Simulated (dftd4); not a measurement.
HO2, doublet, at a GFN2-xTB geometry; dftd4 4.2.0 with D4 for hf.

The dftd4 input:
```
$ dftd4 mol.xyz --func hf --charge 0 --json dftd4.json --noedisp --property

# file mol.xyz
3

O      0.06734955     0.70545160    -0.04079075
O      0.02832837    -0.59600105    -0.02035813
H     -0.76542330    -0.87560443     0.48919096
```

What the program printed (banner, timings and long lists left out):

```
                    ____  _____ _____     ____  _  _
      -------------|  _ \|  ___|_   _|---|  _ \| || |------------
     |             | | | | |_    | | ___ | | | | || |_           |
     |             | |_| |  _|   | ||___|| |_| |__   _|          |
     |             |____/|_|     |_|     |____/   |_|            |
     |             ===================================           |
     |            E. Caldeweyher, S. Ehlert & S. Grimme          |
     |          Mulliken Center for Theoretical Chemistry        |
     |                    University of Bonn                     |
      -----------------------------------------------------------

Rational (Becke-Johnson) damping: hf-D4-ATM
---------------------
  s6         1.0000
  s8         1.6168
  s9         1.0000
  a1         0.4496
  a2         3.3574
 alp        16.0000
--------------------

Atomic data, radii in Ångström:
------------------------------------------------------
   Z          R(cov)      r4/r2   hardness         EN
------------------------------------------------------
   8 O        0.8400     1.3725     0.5869     3.4400
   1 H        0.4267     1.0622     0.4726     2.2000
------------------------------------------------------

Atomic reference systems (in atomic units):
----------------------------------------------------------------------------
   Z        #      CN     q+Z       C6(AA)   #      CN     q+Z       C6(AA)
----------------------------------------------------------------------------
   8 O      1  0.0000  8.0000      15.5711   2  0.8042  7.6453      20.8489
            3  1.6112  7.4012      24.8631   4  0.9798  8.0000      14.9880
   1 H      1  0.0000  1.0000       7.6362   2  0.8942  1.0000       3.0374
----------------------------------------------------------------------------

Atomic properties (in atomic units):
----------------------------------------------------------------------------
     #    Z              CN          q      C6(AA)        C8(AA)   alpha(0)
----------------------------------------------------------------------------
     1    8 O        0.9725    -0.1157     16.6625      336.2574     5.4789
     2    8 O        1.7748    -0.1805     16.8762      340.5713     5.5591
     3    1 H        0.8023     0.2962      0.7331        8.8618     1.3451
----------------------------------------------------------------------------

Molecular properties (in atomic units):
----------------------------------------
 molecular C6                  81.5701
 molecular C8                1577.4217
----------------------------------------

Dispersion energy:      -2.1777214133836E-03 Eh

[Info] JSON dump of results written to 'dftd4.json'
```
